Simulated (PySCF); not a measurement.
All runs: PySCF with density fitting, gas phase, non-relativistic, closed shells, each molecule at its own PBE0-D3(BJ)/def2-TZVP geometry. Shieldings use GIAOs. Starting from KT3/pcSseg-2, one thing was changed at a time: the functional to B97-2, the functional to PBE0, the functional to wB97X-D.

Changes against KT3/pcSseg-2 in 4 molecules:

| molecule | changed to | mean 1H shielding (ppm) | mean 15N shielding (ppm) | mean 13C shielding (ppm) | HOMO–LUMO gap (eV) |
| --- | --- | --- | --- | --- | --- |
| N#Cc1ccccc1F | B97-2 | -0.24 | -16.3 | -6.3 | +1.55 |
| N#Cc1ccccc1F | PBE0 | -0.42 | -23.3 | -8.4 | +1.83 |
| N#Cc1ccccc1F | wB97X-D | -0.33 | -21.4 | -9.8 | +5.27 |
| N#Cc1cccc(F)c1 | B97-2 | -0.24 | -16.9 | -6.3 | +1.55 |
| N#Cc1cccc(F)c1 | PBE0 | -0.42 | -23.4 | -8.5 | +1.83 |
| N#Cc1cccc(F)c1 | wB97X-D | -0.33 | -22.2 | -9.8 | +5.27 |
| C#C/C=C\C#N | B97-2 | -0.06 | -16.3 | -5.4 | +1.56 |
| C#C/C=C\C#N | PBE0 | -0.20 | -23.2 | -7.4 | +1.84 |
| C#C/C=C\C#N | wB97X-D | -0.08 | -21.0 | -7.4 | +5.31 |
| C#C/C=C/C#N | B97-2 | -0.01 | -15.6 | -5.4 | +1.55 |
| C#C/C=C/C#N | PBE0 | -0.16 | -22.2 | -7.5 | +1.83 |
| C#C/C=C/C#N | wB97X-D | -0.01 | -19.3 | -7.4 | +5.27 |

For `C=CC#CC#N` the KT3/pcSseg-2 run gave mean 1H shielding 25.50 ppm, mean 15N shielding -30.2 ppm, mean 13C shielding 84.3 ppm, HOMO–LUMO gap 3.72 eV. The changed runs lost their labels:

```csv
run,mean 1H shielding (ppm),mean 15N shielding (ppm),mean 13C shielding (ppm),HOMO–LUMO gap (eV)
A,25.35,-46.8,78.0,5.28
B,25.17,-53.5,75.9,5.56
C,25.30,-50.4,75.6,8.99
```

Problem. Which run belongs to which change?

Solution. A: B97-2; B: PBE0; C: wB97X-D.

| run | change of mean 1H shielding (ppm), here / mean of the others | change of mean 15N shielding (ppm), here / mean of the others | change of mean 13C shielding (ppm), here / mean of the others | change of HOMO–LUMO gap (eV), here / mean of the others | next best match |
| --- | --- | --- | --- | --- | --- |
| A | -0.15 / -0.14 | -16.6 / -16.3 | -6.3 / -5.9 | +1.56 / +1.55 | PBE0 |
| B | -0.33 / -0.30 | -23.3 / -23.0 | -8.4 / -8.0 | +1.84 / +1.83 | B97-2 |
| C | -0.20 / -0.19 | -20.2 / -21.0 | -8.7 / -8.6 | +5.27 / +5.28 | PBE0 |

Each run is given to the change whose mean effect on the other molecules lies nearest, every quantity measured in units of its scatter between molecules.

Problem. Would one quantity have been enough? Give each run to the change with the nearest mean effect on that quantity alone.

Solution. mean 1H shielding: 3 of 3 runs rightly; mean 15N shielding: 3 of 3 runs rightly; HOMO–LUMO gap: 3 of 3 runs rightly; mean 13C shielding: 2 of 3 runs rightly.

Only sets that this rule tells apart clearly are shown.
